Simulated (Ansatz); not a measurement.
Te4Pb2. Total charge 0; singlet. Geometry PBE-D4/def2-SVP; atoms count from 1.

```
atom   x (Å)   y (Å)   z (Å)
 Pb1   1.153  -0.708  -1.469
 Pb2  -1.959   0.208   0.325
 Te3   0.396  -1.520   1.462
 Te4   0.504   2.077  -0.186
 Te5   1.540   0.955   2.186
 Te6  -1.634  -1.012  -2.318
```

In the def2 sets Pb, Te take a core potential; there is no spin–orbit coupling. Another isomer (singlet) lies 0.05 eV lower at PBE0-D4/def2-TZVP; other spin states weren't run for this one.

(1) Estimate the Mulliken populations from the PBE0/def2-TZVP orbitals of Ansatz.

(2) And the Mayer bond orders between heavy atoms (over 0.3)?

Results:

(1) 
| atom | charge (e) |
| --- | --- |
| Pb1 | 0.45 |
| Pb2 | 0.45 |
| Te3 | -0.21 |
| Te4 | -0.21 |
| Te5 | -0.02 |
| Te6 | -0.46 |
Mulliken values depend strongly on the basis.

(2) Pb1–Te3 0.61 (3.13 Å); Pb1–Te4 0.61 (3.13 Å); Pb1–Te6 1.02 (2.93 Å); Pb2–Te3 0.61 (3.13 Å); Pb2–Te4 0.61 (3.13 Å); Pb2–Te6 1.02 (2.93 Å); Te3–Te5 1.05 (2.82 Å); Te4–Te5 1.05 (2.82 Å).
